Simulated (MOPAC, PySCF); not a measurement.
CH₆BN, SMILES `BNC` (H–B–N–C torsion 180°), neutral singlet in the gas phase. 

Cartesian coordinates (Å):
SMILES: BNC
```xyz
9

B      1.3784    -0.2615    -0.1036
N      0.0701    -0.4111     0.3265
C     -1.0723     0.3870    -0.0773
H      2.2117    -0.9987     0.3213
H      1.6297     0.6019    -0.8870
H     -0.1527    -1.1384     0.9889
H     -0.7382     1.1402    -0.7879
H     -1.8369    -0.2268    -0.5574
H     -1.5256     0.8937     0.7768
```
Charge 0, spin multiplicity 1.

All levels are single points at this geometry (M06-2X/def2-TZVP); Pople sets use spherical d functions. Orbital energies aren't observables, and empty levels follow the basis.

```tsv
level	HOMO (eV)	LUMO (eV)	gap (eV)	dipole (D)	vertical IE, Delta-SCF (eV)
M06-2X/def2-TZVP in PySCF	-9.18	1.10	10.28	1.94	10.35
PBE-D3(BJ)/def2-TZVP in PySCF	-6.60	-0.68	5.92	2.19	10.19
B3LYP/3-21G in PySCF	-7.37	0.78	8.15	2.42	–
B3LYP/6-31G* in PySCF	-7.35	0.74	8.10	2.15	10.08
PBE/6-31G* in PySCF	-6.29	-0.09	6.20	2.28	10.03
HF/3-21G in PySCF	-10.87	4.70	15.57	2.08	–
HF/6-31G* in PySCF	-10.86	4.75	15.61	1.83	8.80
AM1 in MOPAC	-10.34	2.69	13.03	1.59	–
PM7 in MOPAC	-10.28	0.37	10.64	2.59	–
```
